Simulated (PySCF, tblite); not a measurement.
Isomers of C3H12OSi4. Level: GFN2-xTB in tblite, geometry and Hessian alike; calculated harmonic values, unscaled, isolated species. The method is semi-empirical: single wavenumbers can be off by several per cent or more. Modes of hydrogen on silicon can be 10 to 20 % off. One conformer each.

Electronic energies: PBE0/pcSseg-1 single points on the GFN2-xTB geometries (PySCF, gas phase).

| SMILES | electronic energy, lowest = 0 (kcal/mol) |
| --- | --- |
| C=C1[SiH2]C[SiH2]O[SiH2][SiH2]1 | 0.0 |
| [SiH3]OC1=C[SiH2]C1([SiH3])[SiH3] | 57.0 |
| C=C(C=O)[Si@@H]([SiH3])[SiH2][SiH3] | 66.5 |
| CC(=O)[Si@@H]1C[SiH2][SiH2][SiH2]1 | 35.0 |

**Question.** How do GFN2-xTB zero-point energies change the relative energies?

**Answer.** 
```tsv
SMILES	ZPE (kcal/mol)	of it from modes above 1550 cm⁻¹	electronic (kcal/mol)	with ZPE, lowest = 0 (kcal/mol)	lowest mode (cm⁻¹)	rings
C=C1[SiH2]C[SiH2]O[SiH2][SiH2]1	80.7	44.6	0.0	0.0	23	1
CC(=O)[Si@@H]1C[SiH2][SiH2][SiH2]1	81.4	45.5	35.0	35.7	36	1
[SiH3]OC1=C[SiH2]C1([SiH3])[SiH3]	75.5	42.1	57.0	51.8	41	1
C=C(C=O)[Si@@H]([SiH3])[SiH2][SiH3]	76.6	45.7	66.5	62.4	14i	0
```

The zero-point energies span 5.9 kcal/mol, from `[SiH3]OC1=C[SiH2]C1([SiH3])[SiH3]` to `CC(=O)[Si@@H]1C[SiH2][SiH2][SiH2]1`. Slightly imaginary modes are left out of the zero-point energy: `C=C(C=O)[Si@@H]([SiH3])[SiH2][SiH3]` 13.8i cm⁻¹. The order is unchanged.

**Question.** And how do the electronic energies of GFN2-xTB itself compare?

**Answer.** `C=C1[SiH2]C[SiH2]O[SiH2][SiH2]1` 0.0; `CC(=O)[Si@@H]1C[SiH2][SiH2][SiH2]1` 79.6; `[SiH3]OC1=C[SiH2]C1([SiH3])[SiH3]` 27.6; `C=C(C=O)[Si@@H]([SiH3])[SiH2][SiH3]` 90.3 kcal/mol, lowest = 0. Against the energies above, taken from the same isomer `C=C1[SiH2]C[SiH2]O[SiH2][SiH2]1`, the largest difference is 44.6 kcal/mol.
